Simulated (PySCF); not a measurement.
[AsF4]-, singlet: structure and spectrum

These are results of PySCF, PBE0, basis As def2-SVPD, F def2-SVPD (no relativity, density fitting), not measurements.

The structure is a minimum.

Coordinates in bohr (charge -1 multiplicity 1):
```
As    0.0000    0.0000   -0.6430
F     0.0000    3.5727   -0.2995
F     0.0000   -3.5727   -0.2995
F     2.5287    0.0000    1.5678
F    -2.5287    0.0000    1.5678
```

* Point group: C2v
* Bond lengths: As–F 1.777 Å (×2), As–F 1.899 Å (×2)
* Bond angles: F–As–F 86.4° (×4), F–As–F 97.7°, F–As–F 169.0°
* Rotational symmetry number: 2
* Heat capacity Cp at 298.15 K: 89.3 J/(mol K)
* Principal quadrupole moments (Buckingham, traceless) about the centre of mass: -13.23, 4.93, 8.31 D Å
* Entropy at 298.15 K and 1 bar: 325.0 J/(mol K)
* Zero-point energy: 20.4 kJ/mol
* Lowest empty level: 4.20 eV
* Enthalpy at 298.15 K above 0 K: 18.51 kJ/mol
* Highest occupied level: -2.99 eV
* Dipole moment about the centre of mass: 1.86 D
* Rotational constants: 0.1624, 0.09824, 0.0827 cm⁻¹
* Principal polarisabilities: 38.1, 40.2, 48.7 bohr³

Harmonic modes (masses in u: As 74.922, F 18.998):
| symmetry | ω (cm⁻¹) | IR (km/mol) | type |
| --- | --- | --- | --- |
| a1 | 149 | 1.8 | bend |
| b1 | 184 | 10.7 | bend |
| a2 | 291 | 0.0 | bend |
| a1 | 305 | 21.8 | bend |
| b2 | 329 | 1.6 | bend |
| a1 | 448 | 0.2 | stretch |
| b2 | 464 | 421 | stretch |
| b1 | 606 | 141 | stretch |
| a1 | 642 | 103 | stretch |

In C2v the vibrations span 4a1 + 2b1 + a2 + 2b2. The a2 mode carries no infrared intensity, as symmetry demands.

Charges (e); Mulliken and Löwdin values are unreliable with diffuse functions:
```csv
atom,Mulliken,Löwdin,polar tensor,Mayer order to As1
As1,1.60,1.32,2.09,–
"F2,3",-0.70,-0.63,-0.85,0.51
"F4,5",-0.60,-0.52,-0.69,0.57
```

Mulliken populations on As1: s 7.72, p 13.36, d 10.31.

Outer orbital energies (eV). occupied: -6.66, -6.45, -6.42, -5.44, -5.37, -5.16, -5.07, -2.99; empty: 4.20, 5.25, 5.48, 5.97.

Counting electrons, arsenic keeps 2 of its valence electrons outside its bonds, so the VSEPR class is AX4E1 and the expected shape is see-saw (C2v), as computed.

This need not be the most stable arrangement of these atoms. The lowest empty level of this anion is unbound, so it and the gap depend on the basis.

The final relaxation and frequency run took roughly 2.8 core-minutes on a shared host.
